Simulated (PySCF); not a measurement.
PySCF input (B3PW91/6-31G* (5d)):

```python
from pyscf import gto, dft

mol = gto.M(
    atom='''
    N     0.43107000    1.45950000   -1.10901700
    Si    0.09147100   -0.07482900   -0.35322500
    N     1.39334000   -1.15391300   -0.19792200
    N    -1.11291600   -0.86942200   -1.24970900
    Cl   -0.38610900    0.45802300    1.60548600
    H    -0.38951200    2.05468300   -1.24451000
    H     2.02782300   -1.07312300    0.57970000
    H     1.84821500   -1.52051400   -1.01938700
    H    -1.26714300   -1.85939700   -1.14285800
    H    -1.91658800   -0.39358200   -1.62451800
    ''',
    basis='6-31g*',
    charge=0,
    spin=1,
    verbose=4,
)

mf = dft.UKS(mol, xc='b3pw91')
mf.grids.level = 3
mf.conv_tol = 1e-9
mf.max_cycle = 100
mf.max_memory = 1500
mf.kernel()
if not mf.converged:
    mf = mf.newton()
    mf.kernel(mf.make_rdm1())
mo, _, stable, _ = mf.stability(return_status=True)
if not stable:
    mf.kernel(mf.make_rdm1(mo, mf.mo_occ))
    stable = mf.stability(return_status=True)[2]
mf.dip_moment()
```

Output:

```
PySCF version 2.14.0

[INPUT] verbose = 4
[INPUT] num. atoms = 10
[INPUT] num. electrons = 57
[INPUT] charge = 0
[INPUT] spin (= nelec alpha-beta = 2S) = 1
[INPUT] symmetry False subgroup None
[INPUT] Mole.unit = angstrom
[INPUT] Symbol           X                Y                Z      unit          X                Y                Z       unit  Magmom
[INPUT]  1 N      0.431070000000   1.459500000000  -1.109017000000 AA    0.814604240516   2.758055278803  -2.095738397487 Bohr   0.0
[INPUT]  2 Si     0.091471000000  -0.074829000000  -0.353225000000 AA    0.172855138340  -0.141406316175  -0.667498510349 Bohr   0.0
[INPUT]  3 N      1.393340000000  -1.153913000000  -0.197922000000 AA    2.633030998401  -2.180579541575  -0.374018374026 Bohr   0.0
[INPUT]  4 N     -1.112916000000  -0.869422000000  -1.249709000000 AA   -2.103106439646  -1.642969466672  -2.361607745404 Bohr   0.0
[INPUT]  5 Cl    -0.386109000000   0.458023000000   1.605486000000 AA   -0.729640264230   0.865538028752   3.033928836823 Bohr   0.0
[INPUT]  6 H     -0.389512000000   2.054683000000  -1.244510000000 AA   -0.736071002232   3.882788142800  -2.351783059282 Bohr   0.0
[INPUT]  7 H      2.027823000000  -1.073123000000   0.579700000000 AA    3.832030099094  -2.027908567972   1.095474234410 Bohr   0.0
[INPUT]  8 H      1.848215000000  -1.520514000000  -1.019387000000 AA    3.492620169313  -2.873355028567  -1.926362244942 Bohr   0.0
[INPUT]  9 H     -1.267143000000  -1.859397000000  -1.142858000000 AA   -2.394553230660  -3.513751086838  -2.159688619268 Bohr   0.0
[INPUT] 10 H     -1.916588000000  -0.393582000000  -1.624518000000 AA   -3.621826413628  -0.743762187559  -3.069894104426 Bohr   0.0

nuclear repulsion = 299.880385516011
number of shells = 44
number of NR pGTOs = 203
number of NR cGTOs = 88
basis = 6-31g*
ecp = {}

******** <class 'pyscf.dft.uks.UKS'> ********
method = UKS
initial guess = minao
damping factor = 0
level_shift factor = 0
DIIS = <class 'pyscf.scf.diis.CDIIS'>
diis_start_cycle = 1
diis_space = 8
diis_damp = 0
SCF conv_tol = 1e-09
SCF conv_tol_grad = None
SCF max_cycles = 100
direct_scf = True
direct_scf_tol = 1e-13
number electrons alpha = 29  beta = 28
XC library pyscf.dft.libxc version 7.1.2
    S. Lehtola, C. Steigemann, M. J. T. Oliveira, and M. A. L. Marques,  SoftwareX 7, 1–5 (2018)
XC functionals = b3pw91
    A. D. Becke,  J. Chem. Phys. 98, 5648 (1993)
radial grids:
    Treutler-Ahlrichs [JCP 102, 346 (1995); DOI:10.1063/1.469408] (M4) radial grids

becke partition: Becke, JCP 88, 2547 (1988); DOI:10.1063/1.454033
pruning grids: <function nwchem_prune>
grids dens level: 3
symmetrized grids: False
atomic radii adjust function: <function treutler_atomic_radii_adjust>
small_rho_cutoff = 0
Set gradient conv threshold to 3.16228e-05
tot grids = 128808
init E= -917.205470992692
  alpha nocc = 29  HOMO = -0.283317118138074  LUMO = -0.00321567920222243
  beta  nocc = 28  HOMO = -0.325553202100649  LUMO = -0.283317118138075

WARN: HOMO -0.283317118138074 >= LUMO -0.283317118138075

cycle= 1 E= -916.757817425698  delta_E= 0.448  |g|= 0.421  |ddm|= 2.11
  alpha nocc = 29  HOMO = -0.186270196210637  LUMO = 0.0734543210365817
  beta  nocc = 28  HOMO = -0.184956160760899  LUMO = -0.0887408102102651
  HOMO = -0.184956160761  LUMO = -0.0887408102103  gap/eV = 2.61815
cycle= 2 E= -916.726167222043  delta_E= 0.0317  |g|= 0.507  |ddm|= 0.791
  alpha nocc = 29  HOMO = -0.275294251686572  LUMO = 0.0512482401129732
  beta  nocc = 28  HOMO = -0.262953203412571  LUMO = -0.122284388607264
  HOMO = -0.262953203413  LUMO = -0.122284388607  gap/eV = 3.82779
cycle= 3 E= -916.840036634078  delta_E= -0.114  |g|= 0.058  |ddm|= 0.45
  alpha nocc = 29  HOMO = -0.271594993878323  LUMO = 0.0537159590330738
  beta  nocc = 28  HOMO = -0.269131011192203  LUMO = -0.128166019431498
  HOMO = -0.269131011192  LUMO = -0.128166019431  gap/eV = 3.83585
cycle= 4 E= -916.841706363766  delta_E= -0.00167  |g|= 0.02  |ddm|= 0.0842
  alpha nocc = 29  HOMO = -0.271517520182301  LUMO = 0.054278763657869
  beta  nocc = 28  HOMO = -0.268234252108708  LUMO = -0.121506826536114
  HOMO = -0.268234252109  LUMO = -0.121506826536  gap/eV = 3.99266
cycle= 5 E= -916.841941923304  delta_E= -0.000236  |g|= 0.00736  |ddm|= 0.0265
  alpha nocc = 29  HOMO = -0.271415964266978  LUMO = 0.0547287758548598
  beta  nocc = 28  HOMO = -0.268381379630814  LUMO = -0.12137370026415
  HOMO = -0.268381379631  LUMO = -0.121373700264  gap/eV = 4.00028
cycle= 6 E= -916.84197312554  delta_E= -3.12e-05  |g|= 0.00298  |ddm|= 0.0117
  alpha nocc = 29  HOMO = -0.271187684940672  LUMO = 0.0545815418048763
  beta  nocc = 28  HOMO = -0.268247130079754  LUMO = -0.120725415041454
  HOMO = -0.26824713008  LUMO = -0.120725415041  gap/eV = 4.01427
cycle= 7 E= -916.84197945509  delta_E= -6.33e-06  |g|= 0.00112  |ddm|= 0.00486
  alpha nocc = 29  HOMO = -0.271415717163254  LUMO = 0.0545317138340247
  beta  nocc = 28  HOMO = -0.268379905122754  LUMO = -0.120743951720635
  HOMO = -0.268379905123  LUMO = -0.120743951721  gap/eV = 4.01738
cycle= 8 E= -916.841980498831  delta_E= -1.04e-06  |g|= 0.000439  |ddm|= 0.00192
  alpha nocc = 29  HOMO = -0.271332185262034  LUMO = 0.0545655541158174
  beta  nocc = 28  HOMO = -0.268354633024547  LUMO = -0.120756958321749
  HOMO = -0.268354633025  LUMO = -0.120756958322  gap/eV = 4.01634
cycle= 9 E= -916.841980803318  delta_E= -3.04e-07  |g|= 0.00021  |ddm|= 0.00103
  alpha nocc = 29  HOMO = -0.271333725508768  LUMO = 0.0545768392748132
  beta  nocc = 28  HOMO = -0.268343331319651  LUMO = -0.120727075346147
  HOMO = -0.26834333132  LUMO = -0.120727075346  gap/eV = 4.01684
cycle= 10 E= -916.841980933529  delta_E= -1.3e-07  |g|= 0.000155  |ddm|= 0.000723
  alpha nocc = 29  HOMO = -0.27133291922802  LUMO = 0.0545663468740285
  beta  nocc = 28  HOMO = -0.26835394010053  LUMO = -0.120752902712807
  HOMO = -0.268353940101  LUMO = -0.120752902713  gap/eV = 4.01643
cycle= 11 E= -916.841981008348  delta_E= -7.48e-08  |g|= 8.43e-05  |ddm|= 0.000556
  alpha nocc = 29  HOMO = -0.271347221017911  LUMO = 0.0545655315991249
  beta  nocc = 28  HOMO = -0.268360683885228  LUMO = -0.120750941175775
  HOMO = -0.268360683885  LUMO = -0.120750941176  gap/eV = 4.01667
cycle= 12 E= -916.841981054579  delta_E= -4.62e-08  |g|= 6.22e-05  |ddm|= 0.0006
  alpha nocc = 29  HOMO = -0.271336604768238  LUMO = 0.0545680271217135
  beta  nocc = 28  HOMO = -0.268355198324869  LUMO = -0.12074930793362
  HOMO = -0.268355198325  LUMO = -0.120749307934  gap/eV = 4.01656
cycle= 13 E= -916.84198106724  delta_E= -1.27e-08  |g|= 2.58e-05  |ddm|= 0.000328
  alpha nocc = 29  HOMO = -0.271340604928837  LUMO = 0.0545668271409121
  beta  nocc = 28  HOMO = -0.268358486574292  LUMO = -0.120750154791524
  HOMO = -0.268358486574  LUMO = -0.120750154792  gap/eV = 4.01663
cycle= 14 E= -916.841981069889  delta_E= -2.65e-09  |g|= 6.93e-06  |ddm|= 0.000194
  alpha nocc = 29  HOMO = -0.271340257335874  LUMO = 0.0545668245146751
  beta  nocc = 28  HOMO = -0.26835850293113  LUMO = -0.12074956728181
  HOMO = -0.268358502931  LUMO = -0.120749567282  gap/eV = 4.01664
cycle= 15 E= -916.841981069983  delta_E= -9.39e-11  |g|= 2.62e-06  |ddm|= 3.15e-05
  alpha nocc = 29  HOMO = -0.271340657426824  LUMO = 0.0545668330308153
  beta  nocc = 28  HOMO = -0.268358476835008  LUMO = -0.120748704171524
  HOMO = -0.268358476835  LUMO = -0.120748704172  gap/eV = 4.01667
Extra cycle  E= -916.841981069995  delta_E= -1.16e-11  |g|= 2.44e-06  |ddm|= 6.65e-06
converged SCF energy = -916.841981069995  <S^2> = 0.75325323  2S+1 = 2.0032506
uhf_internal: lowest eigs of H = [0.08888203 0.21712649 0.23266042]
<class 'pyscf.dft.uks.UKS'> wavefunction is stable in the internal stability analysis
Dipole moment(X, Y, Z, Debye): -0.96787, -1.56217, -1.95445
```

The geometry given is a B3LYP-D3(BJ)/def2-TZVP minimum.
